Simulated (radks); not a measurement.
Sm V, 58 electrons, occupied as [Kr] 4d10 4f4 5s2 5p5 6s1 (not the ground configuration). All-electron calculation, Dirac Kohn-Sham, BLYP, spin-unpolarised, spherical densities, finite nucleus; open shells are shared between the two j in proportion to 2j + 1; Fermi nuclear charge, rms radius 5.0819 fm. Program: a radial shooting solver on a logarithmic mesh with Libxc functionals.

Normalised radial functions P(r) = r R(r) (large component), r in bohr:

r	5d5/2
0.002652	0.0000
0.003536	0.0001
0.004755	0.0002
0.006393	0.0004
0.008595	0.0009
0.01156	0.0020
0.01554	0.0043
0.02089	0.0094
0.02808	0.0196
0.03776	0.0390
0.05036	0.0718
0.0677	0.1238
0.09102	0.1905
0.1224	0.2494
0.1645	0.2530
0.2212	0.1456
0.2974	-0.0803
0.3999	-0.3225
0.5376	-0.3920
0.717	-0.1752
0.964	0.2594
1.296	0.6667
1.743	0.8124
2.343	0.6491
3.15	0.3438
4.235	0.1106
5.694	0.0184
7.655	0.0013

5d5/2 (empty): eigenvalue -39.908 eV, 2 radial nodes at r = 0.271, 0.816 bohr, <r> = 1.96 bohr, 90 % of the charge inside 2.87 bohr.
